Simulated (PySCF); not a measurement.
Tb⁵³⁺: ionisation energy

Tb⁵³⁺ [Ne] 3s2 (1S) → Tb⁵⁴⁺ [Ne] 3s1 (2S), as a difference of total energies. All numbers are calculated (PySCF 2.14, scalar relativity by spin-free X2C-1e, in an uncontracted even-tempered set (17 s from 13 bohr⁻², ratio 2.5; 12 p from 17 bohr⁻², ratio 2.5; 4 d from 62 bohr⁻², ratio 2.7; 4 f from 94 bohr⁻², ratio 2.7)). Correlated levels: outer shells: 1s2 frozen; virtual orbitals above 40 to 60 times the deepest correlated orbital energy dropped. The calculations carry no spin-orbit coupling.

| method | ionisation energy (eV) |
| --- | --- |
| UHF | 5105.2 |
| LDA | 5109.9 |
| PBE | 5113.4 |
| PBE0 | 5111.6 |
| r2SCAN | 5104.8 |
| PW91 | 5114.1 |
| r2SCANh | 5105.0 |
| MP2 (outer shells) | 5108.6 |
| SCS-MP2 (outer shells) | 5109.1 |

Question: How much does correlation contribute at MP2 (outer shells)?

Answer: 5108.6 − (5105.2) = 3.4 eV, measured against UHF.

Breit and QED terms and the two-electron picture change are absent.

For comparison: 5103 ± 5 eV (theoretical estimate listed by NIST; NIST Atomic Spectra Database, ionization energies).
